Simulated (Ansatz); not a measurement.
`N[SiH2][CH2][AlH2]`. Total charge 0; spin multiplicity 1.

```xyz
12

N    -0.2710   -1.8140   -1.4416
Si    0.3493   -0.8831   -0.1319
C    -0.3734    0.8284   -0.1287
Al   -0.0123    1.8580    1.4840
H    -0.1909   -1.4634   -2.3832
H    -0.1636   -2.8161   -1.4268
H     1.8396   -0.7360   -0.1167
H    -0.0115   -1.6341    1.1045
H     0.0336    1.3681   -0.9924
H    -1.4579    0.7305   -0.2560
H     1.2754    2.7830    1.5779
H    -1.0173    1.7787    2.7109
```

Question: Give the diagnostics of a CCSD(T)/def2-TZVPP run (frozen core, the Gaussian-basis code of Ansatz). (An estimate is asked.)

Answer: The calculation gave: T1 = 0.0101, largest single amplitude 0.009, largest double 0.023, (T) share of the correlation energy 3.5 %, 9 CCSD cycles. The RHF solution is stable towards an unrestricted one. T1 lies under the customary mark of 0.02 for closed shells.
